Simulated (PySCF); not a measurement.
Löwdin shares of the frontier orbitals

C₈H₁₀FN.
SMILES with atom numbers: `[H]/[N:8]=[C:7]1/[CH2:6][CH2:5][CH2:4][C@@H:3]([C:2]#[CH:1])[C@@H:9]1[F:10]` (hydrogens: H11 on C1; H12 on C3; H13, H14 on C4; H15, H16 on C5; H17, H18 on C6; H19 on N8; H20 on C9)

Theory: TDDFT PBE0/def2-SVPD, vertical, gas phase, core orbitals frozen in the response in PySCF 2.14.0, density-fitted response routines. Isolated species at its PBE0-D3(BJ)/def2-SVP geometry (one conformer only).

Kohn–Sham orbitals with the atoms that hold most of them (Löwdin shares over 4%, at most four atoms; ? is withheld):

| orbital | ε (eV) | atoms |
| --- | --- | --- |
| LUMO+2 | 0.79 | H14 11%, C1 10%, C5 10%, C4 9% |
| LUMO+1 | 0.64 | C1 20%, C2 18%, C3 8%, C7 6% |
| LUMO | -0.43 | ? |
| HOMO | -7.65 | ? |
| HOMO-1 | -8.02 | C1 40%, C2 38%, C3 6%, C4 4% |
| HOMO-2 | -8.12 | C1 32%, C2 31%, N8 9%, C3 7% |
| HOMO-3 | -8.87 | N8 37%, C7 22%, C6 8%, C5 6% |

(1) Which atoms hold the HOMO, and with what shares?

(2) Give the leading atoms of the LUMO.

(3) The HOMO–LUMO gap is 7.22 eV. Where does the response calculation put the lowest singlet, and from which orbitals?

Results:

(1) N8 (bonded to C and H) 49%; C7 (bonded to 2 C and N) 11%; C9 (bonded to 2 C, F and H) 9%; C1 (bonded to C and H) 7%. By element: nitrogen 49%, carbon 27% or more.

(2) N8 (bonded to C and H) 30%; C7 (bonded to 2 C and N) 28%; C9 (bonded to 2 C, F and H) 6%; C6 (bonded to 2 C and 2 H) 5%. By element: carbon 39% or more, nitrogen 30%.

(3) S1 is at 5.38 eV (f = 0.0024), 1.84 eV below the gap, made of HOMO→LUMO (90%). 

Next come S2 at 6.48 eV (f 0.0014), HOMO-2→LUMO (32%), HOMO-1→LUMO+1 (16%), HOMO-2→LUMO+3 (12%); S3 at 6.63 eV (f 0.015), HOMO-1→LUMO (56%), HOMO-2→LUMO (15%); S4 at 6.71 eV (f 0.0040), HOMO-1→LUMO+1 (37%), HOMO-2→LUMO (20%), HOMO-1→LUMO+2 (13%); S5 at 7.00 eV (f 0.024), HOMO-1→LUMO (26%), HOMO-1→LUMO+3 (20%), HOMO-2→LUMO+1 (12%).

Löwdin shares depend on the basis, the more so with diffuse functions.
